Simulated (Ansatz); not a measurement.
Reaction (formal exchange of groups at a B–C bond): `NCB[TeH]` + `C=O` → `O=CB[TeH]` + CH₃NH₂

Computed with Ansatz on PBE0-D4/def2-TZVP structures; ΔE is electronic, products minus reactants. CCSD(T)/CBS adds triple-zeta CCSD(T) − MP2 to the extrapolated MP2 energy (def2 sets, frozen cores). This one scheme is used for every species. DFT in def2-TZVPP. def2 core potentials past Kr. For Te outer-core shells are correlated without core-valence functions, which leaves a few kJ/mol of doubt a bond. One conformer a species, not always the lowest.

`NCB[TeH]`:

```xyz
10

N    -1.533    0.788    0.055
C    -0.109    0.481    0.080
B     0.213   -1.020   -0.195
Te    2.084   -1.928    0.213
H    -1.694    1.788    0.051
H    -1.967    0.408   -0.775
H     0.306    0.782    1.050
H     0.491    1.044   -0.664
H    -0.572   -1.758   -0.715
H     2.779   -0.584    0.900
```

`C=O`:

Cartesian coordinates in Å:
```
C 0.004 -0.001 0.003
O -0.918 0.313 -0.690
H 0.449 0.696 0.741
H 0.466 -1.007 -0.054
```

`O=CB[TeH]`:

Cartesian coordinates in Å:
```
O -0.070 -0.766 -1.750
C 0.001 -0.915 -0.552
B 0.687 0.120 0.414
Te -0.295 1.878 1.001
H -0.430 -1.839 -0.090
H 1.770 -0.074 0.873
H -1.662 1.596 0.103
```

CH₃NH₂:

Z-matrix (Å, degrees):
```
C
N 1 1.453
H 1 1.092 2 109.4
H 1 1.100 2 115.4 3 -121.6
H 1 1.092 2 109.4 3 116.8
H 2 1.012 1 110.6 3 62.6
H 2 1.012 1 110.6 3 -179.3
```

Q: Is it downhill or uphill in electronic energy at CCSD(T)/CBS, and by how much? (Estimate.)

A: Computed: Nearly level: ΔE = -0.2 kJ/mol.

Q: What do these levels give: r2SCAN-D4, ωB97M-V, B2PLYP, HF/def2-TZVPP, SCS-MP2/def2-TZVPP, CCSD(T)/def2-TZVPP? (Estimate.)

A: The calculation gave: r2SCAN-D4 -6.2, ωB97M-V 1.2, B2PLYP -4.2, HF/def2-TZVPP 1.1, SCS-MP2/def2-TZVPP 0.9, CCSD(T)/def2-TZVPP 0.2 kJ/mol.

Largest T1 diagnostic among the species: 0.017.

From PBE to PBE0 (25 % exact exchange), in def2-TZVPP and without D4, ΔE moves by +4.6 kJ/mol.
